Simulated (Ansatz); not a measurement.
InPH3F3⁻, that is In(PF3)H3 with one electron more. Charge -1, multiplicity 2. Geometry r2SCAN-D4/def2-SVP, that of the neutral singlet; atoms count from 1.

```xyz
8

In    1.4123    0.8459   -0.2975
P    -0.9785   -0.5817    0.2064
F    -1.9996   -0.0184    1.2846
F    -0.8677   -2.0765    0.7309
F    -1.9933   -0.8170   -0.9922
H     1.9499   -0.3239   -1.4555
H     1.9190    0.7176    1.3532
H     0.5580    2.2540   -0.8298
```

In the def2 sets In takes a core potential; there is no spin–orbit coupling. The highest occupied level of the charge -1 doublet lies above zero (up to 1.58 eV). By energy differences it is unbound by 0.29 eV (vertical, against the charge 0 singlet, at PBE0-D4/def2-TZVPD) and held by the finite basis.

Q: Estimate the Mulliken populations from the PBE0/def2-TZVPD orbitals of Ansatz.

A: 
```tsv
atom	charge (e)	spin (α − β)
In1	-0.28	0.71
P2	0.62	0.25
F3	-0.28	0.02
F4	-0.26	0.01
F5	-0.28	0.03
H6	-0.16	-0.02
H7	-0.17	-0.02
H8	-0.19	0.02
```
Mulliken values depend strongly on the basis. With diffuse functions, as here, like atoms can get unlike values, and bond orders can come out too low or too high.

Q: Where does the spin sit?

A: Summed by element: In 0.71, P 0.25, F 0.06, H -0.02, of 1 unpaired in all. Largest on single atoms: In1 0.71, P2 0.25, F5 0.03.

Q: And the Mayer bond orders between heavy atoms (over 0.3)?

A: In1–P2 0.68 (2.83 Å); P2–F3 0.95 (1.59 Å); P2–F4 1.02 (1.59 Å); P2–F5 0.97 (1.59 Å).
